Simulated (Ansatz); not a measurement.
```yaml
crystal:
  periodic: [false, false, false]
  atoms:
    - {symbol: C, position_ang: [-1.136360, -0.537882, 0.902514]}
    - {symbol: C, position_ang: [-0.096150, -0.406294, -0.207642]}
    - {symbol: C, position_ang: [1.300837, -0.787598, 0.276901]}
    - {symbol: Si, position_ang: [-0.114306, 1.297314, -0.958262]}
    - {symbol: Cl, position_ang: [1.215073, 1.426727, -2.502185]}
    - {symbol: Cl, position_ang: [0.386855, 2.706496, 0.432563]}
    - {symbol: Cl, position_ang: [-1.966642, 1.752512, -1.685823]}
    - {symbol: H, position_ang: [-1.142764, -1.560845, 1.288889]}
    - {symbol: H, position_ang: [-0.905756, 0.128347, 1.737859]}
    - {symbol: H, position_ang: [-2.143982, -0.304630, 0.553401]}
    - {symbol: H, position_ang: [-0.377162, -1.067790, -1.038291]}
    - {symbol: H, position_ang: [1.295929, -1.810782, 0.662713]}
    - {symbol: H, position_ang: [2.043398, -0.733458, -0.521387]}
    - {symbol: H, position_ang: [1.628129, -0.131416, 1.087549]}
basis:
  gaussian: {orbitals: 6-31G, final_grid: {core_spheres: 8, valence_spheres: 7, degree: 23}, point_charges: [{charge: -1.00, position_ang: [4.914, 0.911, -0.547]}]}
total_charge: 1
magnetization: {spin_polarized: false, initial_magnetization: 1}
hamiltonian: {xc: {name: RPBE}, dispersion: d4}
scf: {lower_state_search: full}
```

```sh
$ ansatz run in.yaml --threads 2 --pin off --events-out ev --progress --plain --max-ram 32768MiB --backend cpu
```

Shortened log:

```
Functional definition: RPBE
1165 factors; integrals over basis functions are off by at most 1.7e-4 eV
mean field evaluation 1: about -48641.3153 eV, gradient 7.6e1 eV
mean field evaluation 2: about -48641.2794 eV, gradient 7.6e1 eV
mean field evaluation 4: about -48652.1838 eV, gradient 3.6e1 eV
mean field evaluation 8: about -48656.7915 eV, gradient 1.3e1 eV
mean field evaluation 16: about -48657.9190 eV, gradient 4.8e-2 eV
mean field evaluation 96: about -48657.8793 eV, gradient 1.0e0 eV
mean field -48657.91930196 eV, -1788.1455528248 hartree, gradient 2.1e-6 eV, S^2 0.750000; 30 other end points of the search recorded, 0 dependent functions left out
reference -48657.91933006 eV, -1788.1455538575 hartree; 45, 44 occupied and 48, 49 virtual orbitals, 1165 factors
Total energy: -48659.35220961 eV, -1788.1982112095 hartree
```

Hardware: 2 threads of an AMD EPYC 7R13 on a shared host. Wall time 27 s, peak host memory 0.85 GiB.
